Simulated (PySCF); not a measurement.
A structure optimised at B3LYP-D3(BJ)/def2-SVP, used in a PySCF frequency run:

```xyz
11

F      1.4429    -1.4835     0.0000
C      0.6760    -0.3959     0.0000
C     -0.6729    -0.3461     0.0000
F     -1.5276    -1.3659     0.0000
C     -1.1190     1.0825     0.0000
C      0.1852     1.8416     0.0000
C      1.2144     0.9662     0.0000
H     -1.7367     1.3177     0.8862
H     -1.7367     1.3177    -0.8862
H      0.2519     2.9290     0.0000
H      2.2815     1.1906     0.0000
```
Charge 0, spin multiplicity 1.

Task: Write its SMILES, formula and point group.

Result: FC1=C(F)CC=C1, C5H4F2, Cs

Task: What are its rotational constants (standard atomic weights)?

Result: 3.5873, 3.1401, 1.6922 GHz
